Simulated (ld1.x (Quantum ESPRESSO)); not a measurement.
What one change does to a pseudopotential (Zr (Z = 40), TM)

* Element: Zr
* Generator: ld1.x (Quantum ESPRESSO) 7.5
* Type: norm-conserving Troullier–Martins (Kleinman–Bylander form)
* Functional: Wu–Cohen
* Relativity: scalar-relativistic
* Frozen core: [Kr]
* Valence charge: 4
* Reference configuration: 4d2 5s0.5 5p0 (charge +1.5)
* Partial waves: 5p (bound, empty): rc 2.60 bohr; 4d (bound): rc 2.05 bohr; 5s (bound): rc 2.65 bohr
* Local potential: the s channel
* Core correction: none

All-electron outer shells of the reference configuration (Wu–Cohen, scalar-relativistic, ld1.x):

| shell | level (eV) | outermost node (bohr) | outermost maximum (bohr) |
| --- | --- | --- | --- |
| 4p | -42.89 | 0.56 | 1.17 |
| 4d | -13.53 | 0.58 | 1.59 |
| 5s | -12.85 | 1.46 | 2.89 |
| 5p | -8.77 | 1.67 | 3.53 |

Change: reference 4d1 5s0 5p0.

Cutoffs: the cutoffs (Ry, on a coarse ladder) from which the occupation-weighted sum of valence levels, in a spherical-Bessel basis at the reference potential, stays within 10 and 1 mRy of its value at 400 Ry; they do not see the model core or the augmentation charge, which bear on the density cutoff. Errors are all-electron minus pseudo energies relative to the spin-unpolarised reference configuration.

**Question.** What does the change do?

**Answer.** The potential gets neither clearly harder nor softer (30 Ry and 35 Ry → 30 Ry and 35 Ry); both files keep a bound ghost (p); the range in which the p phases agree widens (upper end -0.2 → 0.9); the range in which the d phases agree narrows (upper end 0.2 → -0.8).

| quantity | base | changed |
| --- | --- | --- |
| cutoff, loose | 30 Ry | 30 Ry |
| cutoff, tight | 35 Ry | 35 Ry |
| bound ghosts | p | p |
| largest error over its own tests, meV | +34 | +1114 |
| s: phases at 2.91 bohr within 0.05 rad from the reference energy up to (Ry; the scan ends near 5) | 0.8 | 0.3 |
| p: phases at 2.91 bohr within 0.05 rad from the reference energy up to (Ry; the scan ends near 5) | -0.2 | 0.9 |
| d: phases at 2.91 bohr within 0.05 rad from the reference energy up to (Ry; the scan ends near 5) | 0.2 | -0.8 |

 A true bound ghost makes a file unfit for plane-wave use even where its test errors are small: the radial tests pick states by their node count and pass the ghost by.
